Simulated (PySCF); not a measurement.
Removal energies of Ir⁴¹⁺ from EOM-IP-GCCSD

Reference: closed-shell Ir⁴¹⁺, [Kr]; one electron is removed. Calculated with PySCF 2.14, two-component X2C-1e with screened spin-orbit coupling, an uncontracted even-tempered set (18 s from 2.1 bohr⁻², ratio 2.6; 15 p from 2.8 bohr⁻², ratio 2.6; 11 d from 2.8 bohr⁻², ratio 2.6; 6 f from 2.8 bohr⁻², ratio 2.8); frozen [Ar] 3d10; the 108 highest virtual spinors dropped; of the others 74 kept and the rest restored at second order. No Breit or QED terms. Binding energies in eV.

| level | Koopmans | second order | EOM-CCSD |
| --- | --- | --- | --- |
| 4p1/2 | 2200.1 | 2200.3 | 2200.2 |
| 4p3/2 | 2082.6 | 2083.5 | 2083.6 |

For comparison, the ionisation energy of Ir⁴¹⁺ is 2083 ± 4 eV (theoretical estimate listed by NIST; NIST Atomic Spectra Database, ionization energies).
